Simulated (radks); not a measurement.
The numbers below are computed, except where a source is named.
Spin polarisation of the 3d1 shell in Sc. Start: [Ar] 3d(up 0.5, down 0.5) 4s2; electrons of 3d are moved from spin down to spin up, other shells keep equal spins. Level of theory: non-relativistic Kohn-Sham, TPSS, spin-polarised, spherical densities, point nucleus; meta-GGA in the generalised Kohn-Sham scheme (a radial shooting solver on a logarithmic mesh with Libxc functionals).

| moment (Bohr magnetons) | E - E(0) (eV) | e(3d up) (eV) | e(3d down) (eV) | 4s down minus up (eV) |
|---|---|---|---|---|
| 0 | 0.000 | -3.239 | -3.239 | 0.000 |
| 0.25 | -0.012 | -3.332 | -3.138 | 0.076 |
| 0.5 | -0.049 | -3.417 | -3.029 | 0.151 |
| 0.75 | -0.109 | -3.495 | -2.912 | 0.226 |
| 1 | -0.194 | -3.564 | -2.787 | 0.300 |

At moment 1 the spin-polarisation energy is -0.194 eV and the 3d exchange splitting 0.776 eV, that is 0.776 eV per Bohr magneton; E = -I m^2/4 would give I = 0.777 eV.
